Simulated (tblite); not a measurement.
Species: C₄H₁₁Si (doublet state).
Bonds: C1–C2, C2–C3, C2–C4, C4–Si5. Hydrogens: H6, H7, H8 on C1; H9, H10, H11 on C3; H12, H13 on C4; H14, H15, H16 on Si5.

The geometry is computed with GFN2-xTB (gas phase). This method treats the open shell by occupation alone, without spin polarisation.

Entries marked ? are missing. Bonds in one row agree within 0.01 Å.

```tsv
coordinate	value
C1–C2, C2–C3	?
C2–C4	?
C4–Si5	?
C1–H6 and 5 like bonds	1.093 Å
C4–H12, C4–H13	1.090 Å
Si5–H14, Si5–H15, Si5–H16	1.464 Å
C2–C1–H6	111.5°
H6–C1–H7	107.0°
H7–C1–H8	108.8°
C1–C2–C3	120.2°
C1–C2–C4	119.9°
C2–C4–Si5	107.5°
C2–C4–H12	111.5°
Si5–C4–H12	109.1°
H12–C4–H13	108.3°
C4–Si5–H14	?
C4–Si5–H15	?
H14–Si5–H15	?
H14–Si5–H16	?
```

Problem. Estimate the withheld lengths and angles.

Solution. 
- C1–C2, C2–C3 = 1.485 Å, drawn single (ends: carbon bonded to C and 3 H; carbon bonded to 3 C); equal to the sum of covalent radii, 1.49 Å.
- C2–C4 = 1.469 Å, drawn single (ends: carbon bonded to 3 C; carbon bonded to C, Si and 2 H); 0.02 Å below the sum of covalent radii, 1.49 Å.
- C4–Si5 = 1.927 Å, drawn single (ends: carbon bonded to C, Si and 2 H; silicon bonded to C and 3 H); 0.06 Å above the sum of covalent radii, 1.87 Å.
- C4–Si5–H14 = 107.9°, at the silicon bonded to C and 3 H; the outer atoms are 2.754 Å apart.
- C4–Si5–H15 = 111.0°, at the silicon bonded to C and 3 H; the outer atoms are 2.808 Å apart.
- H14–Si5–H15 = 109.5°, at the silicon bonded to C and 3 H; the outer atoms are 2.392 Å apart.
- H14–Si5–H16 = 111.1°, at the silicon bonded to C and 3 H; the outer atoms are 2.412 Å apart.

Radii are Cordero's, carbon taken as 0.76, 0.73 or 0.69 Å for four, three, and two or fewer neighbours.

Its GFN2-xTB frequencies are all real (lowest 44 cm⁻¹). Torsions: C1–C2–C4–Si5 92°.

Time: 0.18 s. Hardware: Arm Neoverse V2, one thread, shared host with 32 logical CPUs at a one-minute load of 9.2. These figures are those of the optimisation.

One conformer stands for the species.
